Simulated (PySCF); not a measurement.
# Computed properties of Cd(Br)(SiH3) (BrCdH3Si), SMILES [SiH3][Cd][Br]

Cd(Br)(SiH3) (BrCdH₃Si), SMILES [SiH3][Cd][Br]. Geometry: PBE0-D3(BJ)/def2-SVP. The structure was generated by enumeration; whether it is a known compound was not checked. The def2 effective core potentials stand for the cores of Cd; spin–orbit coupling is left out. One conformer was computed; it need not be the lowest. All values are computed for the isolated molecule unless a solvent is named; none is compared with measurement here.

**Structure.** The optimised structure has C3v symmetry. All 12 harmonic modes at PBE0-D3(BJ)/def2-SVP (PySCF) are real, so it is a minimum. With heavy atoms numbered as in [Cd:1]([Br:2])[SiH3:3], the shortest bond between them is Cd1–Br2 at 2.438 Å and the longest Cd1–Si3 at 2.491 Å.

**Vibrations.** The strongest infrared lines (harmonic, unscaled, degenerate partners summed) lie at 844 cm⁻¹ (335 km/mol, H 91 %, Si 9 %), 2231 cm⁻¹ (148 km/mol, H 96 %), 935 cm⁻¹ (80 km/mol, H 98 %). The softest mode is at 67 cm⁻¹ and the zero-point energy is 15.7 kcal/mol.

**Electronic structure.** ωB97X/def2-TZVPD (PySCF) places the frontier levels at -10.13 and 0.50 eV, a gap of 10.63 eV, and gives a dipole moment of 2.70 D and a mean polarisability of 89.2 bohr³. PBE/def2-TZVPD (PySCF) at the same geometry gives -6.76 and -2.02 eV, so its gap is 5.89 eV narrower. An orbital gap is neither the optical nor the fundamental gap.

**Excitations.** TDDFT-B3LYP/def2-SVPD (PySCF) has S1 at 5.24 eV (236 nm, f = 0.026, weak); the most intense of the 10 singlets computed lies at 6.37 eV (f = 1.16). Strengths of degenerate partners are summed. T1 (TDA) is at 4.82 eV. TDDFT-PBE/def2-SVPD (PySCF) puts S1 at 4.86 eV. No vertical singlet excitation falls in the visible range (under 3.1 eV).
